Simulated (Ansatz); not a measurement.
Consider the ligand exchange at the Al–C bond: `[AlH2][CH]([AlH2])[GeH3]` + `N=CS` → `[AlH2]/[N]=C\S` + `[AlH2][CH2][GeH3]`.

Calculated with Ansatz (gas phase, PBE0-D4/def2-TZVP geometries, no zero-point term in ΔE). CCSD(T)/CBS adds triple-zeta CCSD(T) − MP2 to the extrapolated MP2 energy (def2 sets, frozen cores). This one scheme is used for every species. Functionals use def2-TZVPP. B3LYP here is the variant with VWN-RPA as its local correlation; programs differ in this. For Ge outer-core shells are correlated without core-valence functions, which leaves a few kJ/mol of doubt a bond. Scalar relativity is left out up to krypton. Each species was taken in one conformer, which may not be the lowest.

`[AlH2][CH]([AlH2])[GeH3]`:

Cartesian coordinates in Å:
```
Al 1.720 0.741 0.559
C -0.132 0.185 0.516
Al -1.356 1.337 -0.442
Ge -0.229 -1.619 -0.258
H 2.631 0.532 -0.725
H 2.313 1.405 1.873
H -0.476 0.161 1.558
H -1.382 1.305 -2.029
H -2.321 2.305 0.365
H 0.655 -2.611 0.529
H 0.252 -1.580 -1.717
H -1.674 -2.161 -0.228
```

`N=CS`:

Cartesian coordinates in Å:
```
N -0.582 -0.020 0.909
C -0.115 -0.295 -0.230
S 1.161 0.621 -0.995
H -1.317 -0.676 1.167
H -0.442 -1.123 -0.870
H 1.295 1.494 0.020
```

`[AlH2]/[N]=C\S`:

```xyz
8

Al   -0.302   -1.940   -0.385
N     0.124   -0.308    0.078
C     0.367    0.873    0.360
S    -0.559    2.237   -0.292
H     0.415   -2.549   -1.654
H    -1.348   -2.704    0.518
H     1.172    1.190    1.037
H     0.132    3.200    0.339
```

`[AlH2][CH2][GeH3]`:

Z-matrix (Å, degrees):
```
C
Ge 1 1.959
Al 1 1.944 2 113.5
H 1 1.094 2 106.5 3 -122.3
H 1 1.094 2 106.5 3 122.4
H 2 1.540 1 111.3 3 179.7
H 2 1.541 1 110.3 3 59.2
H 2 1.541 1 110.2 3 -59.9
H 3 1.588 1 120.0 2 89.1
H 3 1.588 1 120.0 2 -89.5
```

```tsv
level	ΔE (kcal/mol)	difference from CCSD(T)/CBS
PBE-D4	-14.3	-1.2
r2SCAN-D4	-15.1	-2.0
PBE0-D4	-13.5	-0.4
B3LYP-D4	-16.7	-3.6
ωB97X-V	-13.8	-0.7
ωB97M-V	-13.9	-0.8
B2PLYP	-16.5	-3.4
PBE	-15.0	-1.9
r2SCAN	-15.3	-2.2
PBE0	-14.2	-1.1
B3LYP	-18.0	-4.9
HF/def2-TZVPP	-17.2	-4.1
MP2/def2-TZVPP	-13.9	-0.8
SCS-MP2/def2-TZVPP	-14.3	-1.2
CCSD/def2-TZVPP	-13.7	-0.6
CCSD(T)/def2-TZVPP	-13.2	-0.1
HF/def2-QZVPP	-17.3	-4.2
MP2/def2-QZVPP	-13.8	-0.7
SCS-MP2/def2-QZVPP	-14.3	-1.2
HF/CBS(def2)	-17.3	-4.2
MP2/CBS(def2)	-13.8	-0.7
CCSD/CBS(def2)	-13.6	-0.5
CCSD(T)/CBS	-13.1	0
```

Largest T1 diagnostic among the species: 0.015.

The D4 term adds +1.2 kcal/mol with B3LYP and +0.7 kcal/mol with PBE0; it sums over pairs of atoms, weighted by their polarisabilities, and B3LYP, whose exchange is more repulsive, gets the larger term. In def2-TZVPP, CCSD(T) changes the Hartree–Fock value by +4.0 kcal/mol (the triples alone add +0.5 kcal/mol) and MP2 by +3.3 kcal/mol.
